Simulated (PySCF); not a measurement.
**Excitation energy of B⁺ by level of theory**

B⁺ [He] 2s2 (1S) → B⁺ [He] 2s1 2p1, s spin flipped, as a difference of total energies. Computed with PySCF 2.14 in aug-cc-pCVTZ-DK (7s6p4d2f, 59 functions), with scalar relativity by spin-free X2C-1e. Correlated levels: valence and next inner shell: nothing frozen. The calculations carry no spin-orbit coupling.

```csv
method,excitation energy (eV)
UHF,6.045
MP2 (valence and next inner shell),6.193
SCS-MP2 (valence and next inner shell),6.237
```

How much does correlation contribute at MP2 (valence and next inner shell)?

6.193 − (6.045) = 0.148 eV, measured against UHF.

The upper determinant mixes two multiplicities, so it lies between the two terms.

The coupled-cluster amplitudes are large for the upper state (T1 above 0.03 or a double amplitude above 0.15), so a single reference is strained.
